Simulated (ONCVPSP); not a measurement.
**Before and after: ONCV potential for silver (Ag)**

silver (Ag), optimised norm-conserving Vanderbilt (ONCV), made with ONCVPSP 4.0.1 (LDA (Perdew-Wang 92), scalar-relativistic). Core [Ar] 3d10, reference 4s2 4p6 4d10 5s1. Waves: 4s+5s: rc 1.80 bohr, ncon 4, nbas 9, qcut 7.1 1/bohr, 2 projectors; 4p: rc 1.05 bohr, ncon 3, nbas 7, qcut 8.9 1/bohr, 1 projector; 4d: rc 1.30 bohr, ncon 4, nbas 8, qcut 7.4 1/bohr, 2 projectors, debl 2.9 Ha; f scattering state at 0.06 Ha: rc 1.05 bohr, ncon 3, nbas 7, qcut 10.4 1/bohr, local. Local part: the f channel. Core correction: none.

Change: reference 4s2 4p6 4d10 5s0.5 5p0.5; wave 4p: rc 1.05 bohr, ncon 3, nbas 7, qcut 8.9 1/bohr, 1 projector becomes 4p+5p: rc 1.05 bohr, ncon 3, nbas 7, qcut 8.9 1/bohr, 2 projectors.

Cutoffs: the cutoffs (Ha) at which the residual kinetic energy of the hardest occupied pseudo-wave falls to 1 and 0.1 mHa per electron; they do not see the model core or the augmentation charge, which bear on the density cutoff. Errors are all-electron minus pseudo energies relative to the spin-unpolarised reference configuration.

Task: What does the change do?

Result: The potential gets neither clearly harder nor softer (42 Ha and 140 Ha → 42 Ha and 140 Ha); the number of tests with a reliable result goes from 4 to 2; the range in which the p phases agree widens (upper end 2.9 → at the end of the scan); neither file shows a bound ghost.

| quantity | base | changed |
| --- | --- | --- |
| cutoff, loose | 42 Ha | 42 Ha |
| cutoff, tight | 140 Ha | 140 Ha |
| loose cutoff by channel | s 13 Ha, p 38 Ha, d 42 Ha | s 13 Ha, p 38 Ha, d 42 Ha |
| bound ghosts | none | none |
| GHOST(+) flags under 300 eV | d at 277.0 eV | d at 285.0 eV |
| tests with a reliable result | 4 of 4 | 2 of 4 |
| s: phases at 1.83 bohr within 0.05 rad from the reference energy up to (Ha; the scan ends near 5) | 4.4 | 4.3 |
| p: phases at 1.07 bohr within 0.05 rad from the reference energy up to (Ha; the scan ends near 5) | 2.9 | to the end of the scan |
| d: phases at 1.32 bohr within 0.05 rad from the reference energy up to (Ha; the scan ends near 5) | to the end of the scan | to the end of the scan |
| f: phases at 1.07 bohr within 0.05 rad from the reference energy up to (Ha; the scan ends near 5) | to the end of the scan | to the end of the scan |
